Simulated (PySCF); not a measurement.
Harmonic spectrum computed at PBE0 in the def2-TZVP basis family (core potentials from Rb on, PySCF, no spin–orbit coupling):

```csv
ω (cm⁻¹),"IR (km/mol, summed over degenerate members)",degeneracy
576,84.3,2
687,9.4,1
1902,0.0,1
1969,30.3,2
```

Task: Which molecule gave it? In each, all ligands are bound to the one heavy central atom.
A. PtH₃⁺ (singlet)
B. ReH₃⁺ (quartet)
C. CeH₃⁺ (singlet)
D. SnH₃⁺ (singlet)
E. PbH₃⁺ (singlet)

Result: E. It has D3h symmetry with Pb–H 1.732 Å (×3).
